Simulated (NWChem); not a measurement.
# Total energies of C$_{2}$H$_{2}$F

```
C
C 1 1.3127
F 1 1.3491 2 123.74
H 2 1.0862 1 142.61 3 0.00
H 1 1.0964 2 124.19 4 180.00
```
Charge 0, spin multiplicity 2.

All runs are NWChem calculations. The geometry was optimised at UB3LYP/def2-SVP, a minimum by its harmonic frequencies.

Basis set: 3-21G (31 functions).

```
method        total energy (Ha)
------------  -----------------
UHF                  -175.27290
UMP2                 -175.53173
UB2PLYP              -175.95591
UPBE                 -175.96166
UB3LYP               -176.16186
ULDA (SVWN5)         -174.80515
```

Total energies of different functionals aren't comparable as a measure of quality: only differences taken within one method are. 

The correlated methods keep 3 core orbitals frozen. B3LYP has NWChem's definition, with VWN1-RPA local correlation. The structure started from a generated list of species. The unpaired electrons of the parent sit in orbitals of symmetry a' (Cs labels of the run); other states weren't searched. The stability of the SCF solutions was not checked. Open-shell Hartree-Fock references start from PBE0 orbitals.
